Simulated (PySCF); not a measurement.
Be(Br)(Et) (C₂H₅BeBr), SMILES C[CH2][Be][Br].

The structure is a stationary point at B3LYP-D3(BJ)/def2-SVP. The structure was generated by enumeration; whether it is a known compound was not checked. The values are those of a single conformer.

Two levels are set side by side: TDDFT-PBE/def2-SVPD (PySCF) and TDDFT-M06-2X/def2-SVPD (PySCF). Vertical, same geometry. The lowest singlet is HOMO→LUMO 99 % with PBE and HOMO→LUMO 85 % with the other functional; states are paired by order. Differences are taken from unrounded values.

```csv
quantity,TDDFT-M06-2X
lowest singlet excitation (eV),6.51
lowest triplet excitation (TDA) (eV),5.86
first bright state (f over 0.05) (eV),7.12
its oscillator strength,0.07
```

Question: What does TDDFT-PBE give, and how far is it from TDDFT-M06-2X? (The exact figures need the calculation; the answer reports its results.)

Answer: 
```tsv
quantity	TDDFT-PBE	TDDFT-PBE minus TDDFT-M06-2X
lowest singlet excitation (eV)	5.89	-0.62
lowest triplet excitation (TDA) (eV)	5.34	-0.52
first bright state (f over 0.05) (eV)	6.91	-0.20
its oscillator strength	0.06	-0.02
```

A lower first singlet is the usual sign of a functional without exact exchange. Differences between two approximate levels are no errors against the true value.

Rough cost on one machine, each run with all the roots and properties that it gave: TDDFT-M06-2X against TDDFT-PBE about 10 times.
